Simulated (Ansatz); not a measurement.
The same path of CH5BCl2O (10 atoms, charge 0, multiplicity 1) was run twice with different band settings. Lost on the way: B1–H2, O5–H10. Made: H2–H10.

All numbers below come from Ansatz, RKS PBE-D4/6-31G*.

Relaxed end points:

```xyz
10
Properties=species:S:1:pos:R:3
B 0.107 -0.102 0.058
H 0.273 0.637 0.994
Cl 1.591 -0.418 -0.951
Cl -1.431 0.277 -0.894
O -0.204 -1.536 0.829
C -0.483 -2.728 0.013
H 0.428 -2.895 -0.574
H -0.665 -3.562 0.706
H -1.341 -2.537 -0.648
H -0.993 -1.344 1.386
```

```xyz
10
Properties=species:S:1:pos:R:3
B 0.203 -0.549 -0.820
H -0.508 -0.079 2.488
Cl 1.571 0.549 -1.027
Cl -1.435 -0.003 -1.246
O 0.456 -1.783 -0.341
C -0.571 -2.765 -0.127
H -0.060 -3.708 0.117
H -1.216 -2.464 0.714
H -1.189 -2.894 -1.030
H 0.030 -0.512 2.192
```

Common settings: movable images 5; climbing image yes; spring 5.0 eV/Å²; optimiser quadratic models (default); force threshold 0.05 eV/Å; iteration limit 60; end points relaxed.

| run | start path |
| --- | --- |
| 1 | through a guess of the saddle point |
| 2 | straight line |

Q: What does each run give, and how far can it be trusted?

A: Run 1: converged after 22 iterations, highest image 1.199 eV above the first end. Beside the main top the profile has a ripple of under 15 meV (maxima at images 2, 4), which may be a very shallow well or noise. Neighbouring images differ by up to 1.7 eV, so the band resolves the path poorly. A vibrational analysis at the climbing image gives one clearly imaginary mode, 1297i cm⁻¹: a first-order saddle point.
Run 2: converged after 26 iterations, highest image 1.200 eV above the first end. Neighbouring images differ by up to 1.8 eV, so the band resolves the path poorly. Another band between the same ends (5 images) ends at a top of the same energy, where a vibrational analysis finds 1 clearly imaginary mode.
The orbitals stay closed-shell, which can raise the energy where a bond breaks towards radicals; this wasn't checked here.
